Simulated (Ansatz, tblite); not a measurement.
Removing and adding an electron: `c1ccc2cc3ccccc4cc(c1)c2c43`. The state is a singlet with charge 0. Geometry: PBE-D4/def2-SVP. Ansatz, gas phase; energy differences of separate SCF runs; the oxidised species was run as a doublet alone; the reduced species was run as a doublet alone.

```csv
atom,x (Å),y (Å),z (Å)
C1,-1.7967,0.6198,-3.1084
C2,-0.6266,1.4192,-3.2965
C3,0.5017,1.6590,-2.4994
C4,0.7181,1.0944,-1.2223
C5,1.7982,1.2303,-0.2887
C6,1.5080,0.4298,0.8652
C7,2.2272,0.2071,2.0609
C8,1.7971,-0.6204,3.1080
C9,0.6274,-1.4205,3.2959
C10,-0.5016,-1.6593,2.4992
C11,-0.7189,-1.0929,1.2231
C12,-1.7991,-1.2290,0.2895
C13,-1.5091,-0.4279,-0.8642
C14,-2.2277,-0.2063,-2.0605
C15,-0.2331,0.1968,-0.6128
C16,0.2314,-0.1940,0.6143
H17,-2.4935,0.6681,-3.9625
H18,-0.6180,1.9491,-4.2643
H19,1.2678,2.3374,-2.9099
H20,2.6973,1.8446,-0.4332
H21,3.1977,0.7138,2.1916
H22,2.4945,-0.6699,3.9615
H23,0.6200,-1.9523,4.2626
H24,-1.2667,-2.3393,2.9089
H25,-2.6977,-1.8440,0.4338
H26,-3.1977,-0.7138,-2.1917
```

The xTB rows come from tblite.

```json
{"level": "GFN1-xTB", "−HOMO (eV)": "10.37", "vertical IE (eV)": "12.79", "−LUMO (eV)": "8.73", "vertical EA (eV)": "6.61", "HOMO–LUMO gap (eV)": "1.64", "IE − EA (eV)": "6.18", "remarks": "–"}
{"level": "GFN2-xTB", "−HOMO (eV)": "9.33", "vertical IE (eV)": "11.84", "−LUMO (eV)": "7.74", "vertical EA (eV)": "5.59", "HOMO–LUMO gap (eV)": "1.59", "IE − EA (eV)": "6.24", "remarks": "–"}
{"level": "PBE-D4/def2-SVP", "−HOMO (eV)": "4.58", "vertical IE (eV)": "6.90", "−LUMO (eV)": "2.77", "vertical EA (eV)": "0.80", "HOMO–LUMO gap (eV)": "1.81", "IE − EA (eV)": "6.10", "remarks": "HOMO above zero (-1 doublet)"}
{"level": "PBE0-D4/def2-SVP", "−HOMO (eV)": "5.47", "vertical IE (eV)": "6.92", "−LUMO (eV)": "2.14", "vertical EA (eV)": "0.80", "HOMO–LUMO gap (eV)": "3.32", "IE − EA (eV)": "6.12", "remarks": "HOMO above zero (-1 doublet)"}
```

   A HOMO above zero means that the electron is unbound at that level or that self-interaction error raises the level; the energy of removing that electron tells which. Raw xTB energy differences between charge states are shifted by several eV; the methods need an empirical correction for them. Sets without diffuse functions give affinities that are too small.
